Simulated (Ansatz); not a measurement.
# Redistribution: GaH(CH3)2 + GaH(SH)2 → 2 GaH(CH3)(SH)

Species: GaH(CH3)2, singlet; GaH(SH)2, singlet; GaH(CH3)(SH), singlet. The partners trade CH3 for SH; both sit on Ga, so the bond types are kept.

Shapes, held fixed at every level: PBE0-D4/def2-TZVP. Flexible molecules stand in one conformer, not always the lowest. Programs: Ansatz 0.2.0. Electronic energies: no zero-point or thermal term.

```json
{"level": "HF/def2-SVP", "kind": "Hartree–Fock", "ΔE (kJ/mol)": "-17.4", "less CCSD(T)/def2-TZVPP": "0.0"}
{"level": "HF/def2-TZVPP", "kind": "Hartree–Fock", "ΔE (kJ/mol)": "-16.8", "less CCSD(T)/def2-TZVPP": "+0.6"}
{"level": "wB97M-V/def2-TZVPP", "kind": "range-separated hybrid", "ΔE (kJ/mol)": "-17.4", "less CCSD(T)/def2-TZVPP": "0.0"}
{"level": "MP2/def2-SVP", "kind": "perturbation theory", "ΔE (kJ/mol)": "-17.7", "less CCSD(T)/def2-TZVPP": "-0.3"}
{"level": "MP2/def2-TZVPP", "kind": "perturbation theory", "ΔE (kJ/mol)": "-17.3", "less CCSD(T)/def2-TZVPP": "+0.1"}
{"level": "CCSD/def2-SVP", "kind": "coupled cluster or CI", "ΔE (kJ/mol)": "-17.7", "less CCSD(T)/def2-TZVPP": "-0.3"}
{"level": "CCSD(T)/def2-TZVPP", "kind": "coupled cluster or CI", "ΔE (kJ/mol)": "-17.4", "less CCSD(T)/def2-TZVPP": "0.0"}
```

The highest level, CCSD(T)/def2-TZVPP, gives ΔE = -17.4 kJ/mol; the levels span -17.7 to -16.8. The column of differences is taken from that level and isn't an error. No measured value is set beside it here. Relativity is left out for Ga. Outer-core shells of Ga are correlated, in sets that cover them unevenly.
